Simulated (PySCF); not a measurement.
A side-by-side comparison of computed properties.

First species: C₆H₁₄Se.
SMILES: `C[Se]CC(C)(C)C`

Second species: C6H12.
Atom-mapped SMILES: `[CH3:1][CH2:2][CH2:3][CH:4]1[CH2:5][CH2:6]1` (hydrogens: H7, H8, H9 on C1; H10, H11 on C2; H12, H13 on C3; H14 on C4; H15, H16 on C5; H17, H18 on C6)

Levels: B3LYP/def2-SVPD for dipole moment, HOMO energy, LUMO energy, HOMO–LUMO gap, static isotropic polarisability and electronic spatial extent ⟨r²⟩ about the centre of nuclear charge; TDDFT B3LYP/def2-SVPD for lowest singlet excitation; TDA B3LYP/def2-SVPD for lowest triplet excitation (Tamm–Dancoff); ΔSCF B3LYP/def2-SVPD for vertical ionisation energy; PBE0-D3(BJ)/def2-SVP for rotational constant A and rotational constant C. Geometries: PBE0-D3(BJ)/def2-SVP. Each structure is a single optimised conformer of the isolated species, non-relativistic unless stated; the electronic structure was computed with PySCF and density fitting.

Dipoles, sizes and rotational constants follow the conformer. The torsions of the flexible species, by atom-mapped SMILES:
- `[CH3:1][Se:2][CH2:3][C:4]([CH3:5])([CH3:6])[CH3:7]`: C1–Se2–C3–C4 172°, Se2–C3–C4–C5 58°
- `[CH3:1][CH2:2][CH2:3][CH:4]1[CH2:5][CH2:6]1`: C1–C2–C3–C4 180°, C2–C3–C4–C5 84°

(1) Which of the two has the higher LUMO energy, and by how much?

(2) Which of the two has the higher rotational constant C, and by how much?

(3) Which has the higher HOMO energy?

(4) Which has the higher static isotropic polarisability?

(5) Which of the two has the higher HOMO–LUMO gap, and by how much?

(6) Which has the higher T1 energy?

(7) Which has the higher ⟨r²⟩?

(8) Which has the higher S1 energy?

## Answers

(1) The second: 0.61 eV against -0.05 eV, a difference of 0.66 eV.

(2) The second: 1.543 GHz against 0.885 GHz, a difference of 0.658 GHz.

(3) The first: -5.70 eV against -7.68 eV, a difference of 1.98 eV.

(4) The first: 105.2 au against 73.0 au, a difference of 32.2 au.

(5) The second: 8.29 eV against 5.65 eV, a difference of 2.64 eV.

(6) The second: 7.29 eV against 4.14 eV, a difference of 3.15 eV.

(7) The first: 1442 bohr² against 851 bohr², a difference of 591 bohr².

(8) The second: 7.41 eV against 4.54 eV, a difference of 2.87 eV.

On the first: The principal polarisabilities are 92.5, 97.9 and 125.3 au; their mean is the isotropic value. S1 lies 1.11 eV below the HOMO–LUMO gap; its leading configuration is HOMO→LUMO, weight 0.96. Relativistic effects, spin–orbit coupling among them, are left out although an element past zinc is present.

On the second: S1 lies 0.88 eV below the HOMO–LUMO gap; its leading configuration is HOMO→LUMO, weight 0.86.
